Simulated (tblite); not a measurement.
Compound: C4H12BNO.
SMILES with atom numbers: `[CH3:1][O:2][CH2:3][BH:4][N:5]([CH3:6])[CH3:7]` (hydrogens: H8, H9, H10 on C1; H11, H12 on C3; H13 on B4; H14, H15, H16 on C6; H17, H18, H19 on C7)

Cartesian coordinates in Å at the GFN2-xTB level; atoms count from 1:
```xyz
19
C4H12BNO angstrom
C      3.0300   -0.3241    0.5120
O      1.6449   -0.3350    0.3070
C      1.1712    0.8432   -0.3332
B     -0.3970    0.9579   -0.6317
N     -1.3743    0.0364   -0.3350
C     -2.7718    0.2460   -0.6472
C     -1.1718   -1.2380    0.3192
H      3.3339    0.5177    1.1491
H      3.5757   -0.2532   -0.4390
H      3.2862   -1.2606    1.0057
H      1.7105    0.9625   -1.2894
H      1.4665    1.7166    0.2746
H     -0.7156    1.9561   -1.1656
H     -2.9075    1.1983   -1.1521
H     -3.1409   -0.5530   -1.2976
H     -3.3729    0.2422    0.2677
H     -1.7390   -1.2770    1.2544
H     -0.1179   -1.3737    0.5323
H     -1.5201   -2.0528   -0.3234
```

Method: GFN2-xTB as coded in tblite; computed harmonic values from a numerical Hessian at the method's own geometry, unscaled. This tight-binding method is rough: wavenumbers can miss measured ones by several per cent, in bad cases by 10 to 20. Modes of hydrogen on boron can be 10 to 20 % off. One conformer, not necessarily the lowest.

Harmonic wavenumbers (cm⁻¹): 45.5, 81.5, 157.3, 164.8, 188.4, 224.5, 231.3, 286.8, 339.3, 368.6, 434.6, 620.5, 687.9, 780.1, 856.8, 911.4, 1019.4, 1048.6, 1070.9, 1091.6, 1105.7, 1136.6, 1142.4, 1164.2, 1186.2, 1223.8, 1231.2, 1334.5, 1407.3, 1413.2, 1418.6, 1471.2, 1472.3, 1473.3, 1484.0, 1485.1, 1487.4, 1498.0, 1543.7, 2584.4, 2798.0, 2843.9, 2874.4, 2902.4, 2930.6, 2934.0, 2952.6, 2959.5, 3014.8, 3050.9, 3100.6.

A = 6421, B = 1269, C = 1089 MHz; mass 101.101 u (most abundant isotopes); point group Cs, symmetry number 1.

Question: Zero-point energy?

Answer: ½Σν̃ = 35617 cm⁻¹ = 101.83 kcal/mol.

Question: Give the ideal-gas entropy at 298.15 K and 1 bar in the rigid-rotor, harmonic-oscillator model (classical rotation).

Answer: Translation 39.78, rotation 27.98, vibration 26.67: S = 94.4 cal/(mol K).

Question: And Cp and H(298.15 K) − H(0)?

Answer: Cp = 34.85 cal/(mol K), of which vibrations give 26.90 (their classical limit is 51 R = 101.3); H(298.15 K) − H(0) = 6.57 kcal/mol without the zero-point energy, 4.20 from vibrations.

Question: Which modes carry the vibrational entropy at 298.15 K?

Answer: 45.5 cm⁻¹: 5.00; 81.5 cm⁻¹: 3.85; 157.3 cm⁻¹: 2.58; 164.8 cm⁻¹: 2.49; 188.4 cm⁻¹: 2.24; 224.5 cm⁻¹: 1.92 cal/(mol K); the other 45 give 8.57 together.

Question: What must be added to the electronic energy to get the Gibbs energy at 298.15 K and 1 bar?

Answer: ZPE + [H(298.15 K) − H(0)] − T·S = 101.83 + 6.57 − 28.15 = 80.25 kcal/mol.

Hindered rotation and anharmonicity are outside this model. Other conformers, if any are populated, would add a mixing term that is left out.
